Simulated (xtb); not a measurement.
Si(F)2(Et)(NH2) (C2H7F2NSi), SMILES CC[Si](N)(F)F. All values are semi-empirical tight-binding results from xtb (GFN2-xTB unless named), good for trends rather than for accurate numbers. Coordinates come from a GFN2-xTB optimisation. Other conformers were not sampled.

Optimised geometry:

```xyz
13

C     -1.9673    -1.1744     0.8067
C     -1.3099     0.2043     0.7628
Si     0.3496     0.2169    -0.1286
N      1.5045    -0.8118     0.5875
F      0.8418     1.7403    -0.3292
F      0.2464    -0.2510    -1.6570
H     -1.3337    -1.8855     1.3303
H     -2.1344    -1.5481    -0.2001
H     -2.9263    -1.1246     1.3187
H     -1.1903     0.5735     1.7826
H     -1.9860     0.9026     0.2654
H      1.6819    -0.7914     1.5762
H      2.3333    -1.0634     0.0743
```
Charge 0, spin multiplicity 1.

Question: Estimate the properties. (Estimate from the structure and the level; the computed values follow.)

Answer: 
```
Item                                              Result
-----------------------------------------  -------------
orbital gap                                      7.37 eV
dipole moment                                     3.06 D
zero-point energy                          60.3 kcal/mol
G − E(el) at 298.15 K (modified RRHO)      39.4 kcal/mol
static polarisability (D4 model)              72.0 bohr³
solvation energy, GFN2-xTB/ALPB(water)     -4.1 kcal/mol
solvation energy, GFN2-xTB/ALPB(methanol)  -5.0 kcal/mol
```

Question: Give the atomic charges and the Wiberg bond orders between heavy atoms. (The exact figures need the calculation; the answer reports its results.)

Answer: charges (e) C1 -0.11, C2 -0.15, Si3 0.65, N4 -0.39, F5 -0.27, F6 -0.26, H7 0.03, H8 0.04, H9 0.04, H10 0.03, H11 0.04, H12 0.17, H13 0.18. Bond orders C1–C2 1.03, C2–Si3 0.87, Si3–N4 1.16, Si3–F5 1.04, Si3–F6 1.07.
